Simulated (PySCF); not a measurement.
# How methods differ on the excitation energy of Al⁺

Al⁺ [Ne] 3s2 (1S) → Al⁺ [Ne] 3s1 3p1 (3P), as a difference of total energies. Computed with PySCF 2.14 in aug-cc-pCVTZ-DK, with the spin-free X2C one-electron Hamiltonian (Gaussian nucleus). Correlated levels: valence: [Ne] frozen; valence and next inner shell: 1s2 frozen; nothing frozen. The calculations carry no spin-orbit coupling.

```tsv
method	excitation energy (eV)	error (eV)
UHF	3.578	-1.073
LDA	4.737	+0.086
PBE	4.560	-0.091
PBE0	4.433	-0.218
r2SCAN	4.158	-0.493
revPBE	4.471	-0.180
TPSSh	4.401	-0.250
PW91	4.558	-0.093
M06	4.839	+0.188
MP2 (valence)	4.272	-0.379
SCS-MP2 (valence)	4.471	-0.180
MP2 (valence and next inner shell)	4.446	-0.205
SCS-MP2 (valence and next inner shell)	4.603	-0.048
MP2 (all electrons)	4.442	-0.209
SCS-MP2 (all electrons)	4.600	-0.051
```

Reference: 4.651 eV (measured; NIST levels, between the centres of gravity of the two terms).

Errors of the correlated levels include the incompleteness of this basis and the frozen core.
